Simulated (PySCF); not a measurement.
C₆H₁₃N (charge +1 and doublet state).
Cartesian coordinates in Å at the GFN2-xTB level; atoms count from 1:
```
atom  x, y, z in Å
C1    -0.8710   -1.5732    0.9047
C2    -0.4228   -0.7917   -0.0954
C3    -1.0189    0.5010   -0.4772
C4    -1.9990    1.1439    0.4718
C5     0.8015   -1.1593   -0.8769
C6     1.9350   -0.1861   -0.4681
N7     1.6203    1.1557   -0.8625
H8    -0.3828   -2.4984    1.1592
H9    -1.7779   -1.3463    1.4385
H10   -1.4112    0.4639   -1.4986
H11   -0.1006    1.1696   -0.5925
H12   -1.6115    1.1823    1.4867
H13   -2.9342    0.5822    0.4856
H14   -2.2384    2.1533    0.1469
H15    1.1171   -2.1775   -0.6600
H16    0.6228   -1.0675   -1.9490
H17    2.0762   -0.2211    0.6139
H18    2.8532   -0.5431   -0.9513
H19    1.6985    1.3336   -1.8575
H20    2.0385    1.8896   -0.3055
```

The hyperfine couplings belong to this conformer and change with its torsions.

As a line formula: `C=C(CC)CC[NH2+]` [radical] (charge +1).

The calculation used PySCF 2.14.0, UKS B3LYP, pcH-1 on C H N, non-relativistic, mean-field spin-orbit, GIAO. One conformer (not necessarily the lowest) at the GFN2-xTB geometry, without solvent, vibrations or thermal averaging. The geometry wasn't refined by DFT: couplings that depend on bond lengths, twists or pyramidal angles can differ widely from those at the functional's own minimum, by a factor of two or more for some ions and for spin on atoms past the first row. The SCF solution wasn't tested for stability.

Principal values of hyperfine tensors in MHz (contact and dipolar terms together), for some of the nuclei:

| atom | isotope | A1 | A2 | A3 |
| --- | --- | --- | --- | --- |
| H11 | 1H | 138.75 | 144.16 | 200.93 |
| H18 | 1H | 128.22 | 129.72 | 139.06 |
| N7 | 14N | 39.37 | 39.50 | 95.71 |
| H10 | 1H | 33.97 | 39.42 | 51.42 |
| C1 | 13C | -1.15 | -0.41 | 91.80 |
| H8 | 1H | -39.13 | -27.09 | -8.43 |
| H9 | 1H | -37.43 | -26.04 | -7.61 |
| C3 | 13C | 2.03 | 2.93 | 54.05 |

Question: Split each tensor into its isotropic and traceless parts, and turn a_iso into mT with g = 2.0029.

Answer: a_iso = (A1 + A2 + A3)/3, Ti = Ai − a_iso; 1 mT corresponds to 28.034 MHz.

```tsv
atom	a_iso (MHz)	a_iso (mT)	T1	T2	T3
H11	161.28	5.753	-22.53	-17.12	39.65
H18	132.33	4.720	-4.11	-2.61	6.73
N7	58.19	2.076	-18.83	-18.69	37.52
H10	41.60	1.484	-7.64	-2.18	9.82
C1	30.08	1.073	-31.23	-30.49	61.72
H8	-24.88	-0.887	-14.25	-2.21	16.45
H9	-23.69	-0.845	-13.74	-2.35	16.08
C3	19.67	0.702	-17.64	-16.74	34.38
```

Question: What spin density at the nucleus of N7 lies behind its contact coupling (g_N = 0.40376)?

Answer: a_FC = (2μ0/3) gₑ μB g_N μN ρ(0)/(2S·h) = 800.24 MHz × g_N × ρ(0)/(2S), with ρ in bohr⁻³. With a_FC = 58.19 MHz and 2S = 1, ρ(0) = 0.1801 bohr⁻³.

Question: H13 (1H, g_N = 5.58569) isn't in the table. Its spin density at the nucleus is 0.01077 bohr⁻³. What is its contact coupling?

Answer: By the same relation, a_FC = 48.1 MHz. Its full tensor has the principal values 45.92, 47.74, 50.70 MHz.

Question: Name the largest traceless tensor T of the table and describe it.

Answer: C1: -31.2, -30.5, 61.7 MHz, axial, in the ratio −1:−1:+2, the form that spin in one p orbital centred on that nucleus gives.

Question: In a single crystal, with the field along each principal axis of the tensor of H11 in turn, what first-order splitting does this nucleus give (isotropic g, quadrupole terms neglected)?

Answer: 2 lines (I = 1/2), spaced by |A_i|/(g × 13.996): 4.95, 5.14, 7.17 mT along the axes of A1, A2 and A3.
